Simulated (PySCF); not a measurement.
HP, SMILES [PH], multiplicity 3. Coordinates come from a PBE-D3(BJ)/def2-TZVPD optimisation.

Give the equilibrium geometry at PBE-D3(BJ)/def2-TZVPD (PySCF confirms it by a frequency run) as Cartesian coordinates in Å, and its point group. (The exact figures need the calculation; the answer reports its results.)

point group C∞v.
```xyz
2

P      0.0000     0.0000    -0.0900
H      0.0000     0.0000     1.3502
```
Charge 0, spin multiplicity 3.
